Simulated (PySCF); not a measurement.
**Dipole moment and polarisability of `C[SiH2]C[C@@H]1S[C@@H]1F`**

Compound: C4H9FSSi.
SMILES with atom numbers: `[CH3:1][SiH2:2][CH2:3][C@@H:4]1[S:5][C@@H:6]1[F:7]` (hydrogens: H8, H9, H10 on C1; H11, H12 on Si2; H13, H14 on C3; H15 on C4; H16 on C6)

Cartesian coordinates in Å at the GFN2-xTB level; atoms count from 1:
```xyz
16
C4H9FSSi angstrom
C      1.649    1.185   -0.128
Si     1.333   -0.582   -0.733
C     -0.547   -0.962   -0.728
C     -1.153   -0.763    0.623
S     -2.975   -0.624    0.763
C     -1.660    0.567    1.029
F     -1.556    1.590    0.148
H      1.040    1.906   -0.667
H      1.420    1.292    0.929
H      2.689    1.463   -0.265
H      1.986   -1.548    0.161
H      1.800   -0.770   -2.109
H     -0.706   -1.993   -1.043
H     -1.059   -0.325   -1.450
H     -0.730   -1.371    1.416
H     -1.539    0.942    2.042
```

Level: PBE0/def2-SVPD (PySCF), static field, nuclei fixed, core orbitals frozen in the response. The polarisability tensor in these axes (au):

```
x   113.36   4.93 -10.35
y     4.93  88.41   3.23
z   -10.35   3.23  83.85
```

Problem. What are the eigenvalues, a third of the trace, and Δα (Δα² = ½Σ(αi − αj)² over the three pairs)?

Solution. Principal values 78.42, 90.08 and 117.12 au; mean 95.21 au = 14.11 Å³ = 15.70 × 10⁻⁴⁰ C²·m²/J; Δα = 34.39 au (36 % of the mean).

Problem. What is the dipole moment, and where does it point?

Solution. (1.74, -0.32, 0.68) D, 1.89 D in size, pointing from the negative to the positive side. Measured along this direction, the outermost atoms are S5 at the negative end and H11 and H10 at the positive end.

Problem. What depolarisation ratio follows for Rayleigh scattering of linearly polarised light, taking the static tensor?

Solution. ρ = 3Δα²/(45ᾱ² + 4Δα²) = 3548.1/(407901 + 4730.8) = 0.0086.

Problem. What are the principal values of the traceless quadrupole moment, Θ = ½Σq(3rr − r²1), about the centre of nuclear charge?

Solution. -5.23, -0.15, 5.39 D·Å. The values depend on the origin, since the dipole doesn't vanish. The electronic extent ⟨r²⟩ about the same centre is 1326 bohr², a root-mean-square distance of 2.27 Å for the 72 electrons.

Problem. Refractivity n − 1 of an ideal gas of it at 500 K and 1 atm, from the electronic α?

Solution. N = p/kT = 1.4678 × 10¹⁹ cm⁻³, so n − 1 = 2π × N × 14.11 × 10⁻²⁴ cm³ = 1301 × 10⁻⁶ at long wavelengths, for an ideal gas.

Problem. Find the Langevin capture rate constant for NH4+ (18.034 u) meeting this molecule (136.018 u), k = 2.342 × 10⁻⁹ cm³/s × √(α in Å³ / reduced mass in u).

Solution. The reduced mass is 15.92 u, so k = 2.20 × 10⁻⁹ cm³/s. The formula leaves out the permanent dipole, which adds to the capture rate.

Problem. Directions of the eigenvectors, and the extent of the frame along each?

Solution. Largest value along (0.95, 0.13, -0.28), where the nuclei span 5.95 Å; middle along (0.01, 0.89, 0.45), 4.00 Å; least along (0.31, -0.43, 0.85), 2.98 Å. The response follows the extents in order.

One conformer (not necessarily the lowest) at the GFN2-xTB geometry, without solvent, vibrations or thermal averaging.

These values come from a run that also computed excited states. On one thread, Arm Neoverse N1, on a shared host, this took 79 s.
